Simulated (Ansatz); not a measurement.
Ansatz (a program for electronic structure) input (HF/cc-pVQZ):

Ansatz 0.2 input:
```yaml
crystal:
  periodic: [false, false, false]
  atoms:
    - {symbol: C, position_ang: [-1.58885603, 0.18632796, 0.42132692]}
    - {symbol: C, position_ang: [-1.19029156, -1.06587965, -0.37689362]}
    - {symbol: C, position_ang: [0.33969516, -1.17868161, -0.19982565]}
    - {symbol: C, position_ang: [0.76192652, 0.21559960, 0.15646340]}
    - {symbol: C, position_ang: [-0.40705398, 1.14416582, 0.20776075]}
    - {symbol: N, position_ang: [2.03489159, 0.68314404, -0.17994448]}
    - {symbol: H, position_ang: [-1.67611812, -0.05806292, 1.48305856]}
    - {symbol: H, position_ang: [-2.54256596, 0.60618139, 0.09919303]}
    - {symbol: H, position_ang: [-1.72524699, -1.96109145, -0.05760778]}
    - {symbol: H, position_ang: [-1.42091390, -0.90860541, -1.43351755]}
    - {symbol: H, position_ang: [0.82866055, -1.53863764, -1.11478316]}
    - {symbol: H, position_ang: [0.59521639, -1.90190222, 0.58705199]}
    - {symbol: H, position_ang: [-0.32852723, 1.90316199, 0.99395228]}
    - {symbol: H, position_ang: [-0.52676504, 1.69322723, -0.74302386]}
    - {symbol: H, position_ang: [2.28279902, 1.56582394, 0.24570709]}
    - {symbol: H, position_ang: [2.77669928, 0.00870390, -0.05340987]}
basis:
  gaussian:
    orbitals: cc-pVQZ
hamiltonian:
  xc: hf
magnetization: {spin_polarized: true, initial_magnetization: 1}
```

Output:

```
Functional definition: HF
integrals: 1.21 GiB planned
2034 factors; their error is unknown
5.90 GiB of device memory are held for the factors and their scratch space
mean field: 7.70 GiB planned
mean field evaluation 1: about -6788.4445 eV, gradient 3.1e1 eV
mean field evaluation 2: about -6792.8857 eV, gradient 1.5e1 eV
mean field evaluation 4: about -6794.0237 eV, gradient 9.7e-1 eV
mean field evaluation 8: about -6794.0394 eV, gradient 1.0e-1 eV
mean field evaluation 16: about -6788.4470 eV, gradient 3.1e1 eV
mean field -6794.02891587 eV, -249.6759574999 hartree, gradient 1.9e-5 eV, S^2 0.763837; 0 other end points of the search recorded, 0 dependent functions left out
reference -6794.02891587 eV, -249.6759574999 hartree; 24, 23 occupied and 606, 607 virtual orbitals, 2034 factors
Total energy: -6794.02891587 eV, -249.6759574999 hartree
```

It need not be the lowest isomer of its formula.
